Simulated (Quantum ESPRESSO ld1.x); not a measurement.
The numbers below are computed, except where a source is named.
Question: Radial electron density D(r) = 4 pi r^2 rho(r) of an atom or ion with 47 electrons. Level of theory: scalar-relativistic Kohn-Sham, revPBE, spin-unpolarised, spherical densities, point nucleus (ld1.x of Quantum ESPRESSO 7.5).

r (bohr)  D(r) (e/bohr)
0.00199           15.37
0.002244          18.29
0.00253           21.65
0.002876          25.79
0.003242          30.20
0.003685          35.50
0.004155          40.99
0.004722          47.37
0.005324          53.74
0.006051          60.78
0.006823          67.42
0.007693          73.82
0.008743          80.06
0.009858          85.00
0.0112            88.94
0.01263           91.10
0.01436           91.63
0.01619           90.52
0.0184            88.00
0.02074           85.04
0.02339           82.41
0.02658           81.09
0.02997           82.26
0.03406           86.76
0.03841           93.93
0.04365           103.7
0.04922           112.9
0.05594           120.4
0.06307           122.9
0.07111           120.3
0.08082           112.6
0.09113           103.6
0.1036            96.11
0.1168            94.27
0.1327            98.43
0.1496            105.1
0.1701            109.5
0.1918            105.9
0.2162            93.26
0.2457            73.55
0.2771            56.00
0.3149            45.04
0.355             43.80
0.4035            48.13
0.455             51.17
0.5171            48.28
0.583             39.41
0.6574            27.54
0.7471            15.70
0.8424            7.772
0.9574            3.010
1.079             1.015
1.227            0.2524
1.383           0.05384
1.572          0.007839
1.773         0.0009727

What is the nuclear charge?

Answer: Z = 68. The innermost maximum, from 1s, lies near gamma/Z bohr with gamma = sqrt(1 - (Z/c)^2) = 0.868, here 0.0128 bohr (found: 0.0140), and its height grows with Z. The density is that of the erbium ion Er21+ in [Kr] 4d10 4f1; the configuration itself is not fixed sharply by these data, and Z only to a few units. D(r) has 4 maxima, at r = 0.0140, 0.0631, 0.171, 0.462 bohr, and minima at 0.0268, 0.114, 0.341 bohr, inside which lie 1.92, 11.15, 29.17 electrons.
